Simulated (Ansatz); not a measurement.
The same atomization along the group O, S, Se.

Program: Ansatz. Geometries: PBE0-D4/def2-TZVP. ΔE: electronic, gas phase. CCSD(T)/CBS is the MP2 limit (def2-TZVPP, def2-QZVPP) plus CCSD(T) − MP2 in def2-TZVPP, frozen cores. This one scheme is used for every species, atoms too. Functionals use def2-TZVPP. Open shells (•) are unrestricted, without spin–orbit coupling. Spin–orbit coupling would lower the free atoms: a little for F, O, S; clearly for Se; strongly for Sn. Elements past krypton have def2 core potentials. Bonds to Se, Sn are less sure, by a few kJ/mol each and by 10 to 20 or more in all where they break to atoms, as the def2 sets lack core-valence functions. Scalar relativity is left out up to krypton. Each species was taken in one conformer, which may not be the lowest.

```json
{"reaction": "`[OH][Sn]([F])([F])[F]` → 3 F• + H• + O• + Sn•", "LDA (SPW92) (kcal/mol)": "596.0", "CCSD/CBS(def2) (kcal/mol)": "494.7", "MP2/CBS(def2) (kcal/mol)": "533.5"}
{"reaction": "`[F][Sn]([F])([F])[SH]` → 3 F• + H• + S• + Sn•", "LDA (SPW92) (kcal/mol)": "550.2", "CCSD/CBS(def2) (kcal/mol)": "457.1", "MP2/CBS(def2) (kcal/mol)": "489.6"}
{"reaction": "`[F][Sn]([F])([F])[SeH]` → 3 F• + H• + Se• + Sn•", "LDA (SPW92) (kcal/mol)": "536.2", "CCSD/CBS(def2) (kcal/mol)": "444.6", "MP2/CBS(def2) (kcal/mol)": "476.1"}
```

(1) Give the CCSD(T)/CBS values in the same order. (Estimate.)

Largest T1 diagnostic: 0.015, for `[OH][Sn]([F])([F])[F]`.

Answers

(1) Computed: 508.0, 469.6, 457.0 kcal/mol.

For atomizations the MP2-based limit and the directly extrapolated one differ by several kJ/mol either way, and by 10 to 25 for some Ge, Se and Sn compounds, so smaller differences from it don't rank the levels.
